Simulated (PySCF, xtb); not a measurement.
NP, SMILES P#N (connectivity only; charge and spin as stated), charge +1, multiplicity 2.

Harmonic wavenumbers (cm⁻¹) from GFN2-xTB run with xtb 6.7.1 at its own minimum, in rising order: 1593.

Task: What does r2SCAN-D4/def2-TZVPD run with PySCF give at its own minimum? (The exact figures need the calculation; the answer reports its results.)

Result: 1363. Paired by order, the mean absolute difference is 230 cm⁻¹ and the zero-point energies are 2.3 and 1.9 kcal/mol.
